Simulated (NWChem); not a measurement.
# AlSiH₄O₃Cl; SMILES [OH][Al]([OH])[O][SiH2]Cl

```xyz
10

Si    -0.2966    -1.4686    -0.8871
Cl     0.2639    -2.4956     0.8247
O      0.0298     0.1184    -0.6971
Al     0.0158     1.6562     0.0242
O     -1.4406     2.2324     0.6586
O      1.4076     2.6149     0.0830
H     -1.7509    -1.7058    -1.0854
H      0.5006    -2.0187    -2.0144
H     -1.5338     3.0906     1.0746
H      2.2717     2.3650    -0.2461
```
Atoms are numbered in this order, from 1.

All runs: NWChem. Medium grid unless said otherwise, to which SCAN and Minnesota functionals are sensitive. The geometry was optimised at PBE0/def2-SVP. Hybrids' shares of exact exchange are those that their runs print; pure functionals count as 0. The functionals differ in more than this share.

```csv
row,share of exact exchange,highest occupied level (eV)
PBE/def2-SVP,0.00,-7.03
M06-L/def2-SVP,0.00,-7.44
B3LYP/def2-SVP,0.20,-8.19
r2SCAN0/def2-SVP,0.25,withheld
M06-2X/def2-SVP,0.54,-9.81
```

Problem. Fit a straight line of the last column on the one before it, predict the withheld value, and compare with the run.

Solution. 
1. Means of the 4 shown rows: x = 0.185, y = -8.117. Slope Σ(x − x̄)(y − ȳ)/Σ(x − x̄)² = -0.9285/0.1947 = -4.769; intercept -7.235.
2. The shown rows scatter about the line by 0.145 (root mean square); the largest residual is +0.21, at PBE/def2-SVP.
3. At x = 0.25 (r2SCAN0/def2-SVP; inside the shown range) the line gives -8.43.
4. The run gives -8.76, -0.33 from the line, 2.3 times the scatter.
